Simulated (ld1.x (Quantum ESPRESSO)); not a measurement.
Before and after: TM potential for Re (Z = 75)

ld1.x (Quantum ESPRESSO) 7.5 input, shortened:

```
&input
   title='Re', zed=75., rel=1, dft='PBE', iswitch=3,
   config='[Xe] 4f14 5d4 6s0 6p0'
 /
 &inputp
   pseudotype=2, tm=.true., lloc=-1, rcloc=1.60,
   nlcc=.true., rcore=1.35
 /
3
6S  1  0   0.00   0.00  2.25  2.25  0.0
5P  2  1   6.00   0.00  1.60  1.60  0.0
5D  3  2   4.00   0.00  1.35  1.35  0.0
 &test
   configts(1)='5p6 5d4 6s0 6p0'
 /
```

All-electron outer shells of the reference configuration (PBE, scalar-relativistic, ld1.x):

| shell | level (eV) | outermost node (bohr) | outermost maximum (bohr) |
| --- | --- | --- | --- |
| 5p | -76.54 | 0.56 | 1.06 |
| 4f | -72.27 | – | 0.41 |
| 5d | -33.06 | 0.62 | 1.38 |
| 6s | -29.41 | 1.22 | 2.30 |
| 6p | -21.47 | 1.43 | 2.81 |

Change: reference 5p6 5d5 6s2 6p0.

Cutoffs: the cutoffs (Ry, on a coarse ladder) from which the occupation-weighted sum of valence levels, in a spherical-Bessel basis at the reference potential, stays within 10 and 1 mRy of its value at 400 Ry; they do not see the model core or the augmentation charge, which bear on the density cutoff. Errors are all-electron minus pseudo energies relative to the spin-unpolarised reference configuration.

Q: What does the change do?

A: The potential gets neither clearly harder nor softer (50 Ry and 90 Ry → 50 Ry and 90 Ry); both files keep a bound ghost (s); the range in which the s phases agree widens (upper end 0.2 → 1.5); the range in which the d phases agree widens (upper end 1.2 → 3.2).

```csv
quantity,base,changed
"cutoff, loose",50 Ry,50 Ry
"cutoff, tight",90 Ry,90 Ry
bound ghosts,s,s
"largest error over its own tests, meV",+61,-153
s: phases at 2.46 bohr within 0.05 rad from the reference energy up to (Ry; the scan ends near 5),0.2,1.5
p: phases at 2.46 bohr within 0.05 rad from the reference energy up to (Ry; the scan ends near 5),to the end of the scan,to the end of the scan
d: phases at 2.46 bohr within 0.05 rad from the reference energy up to (Ry; the scan ends near 5),1.2,3.2
```

 A true bound ghost makes a file unfit for plane-wave use even where its test errors are small: the radial tests pick states by their node count and pass the ghost by.
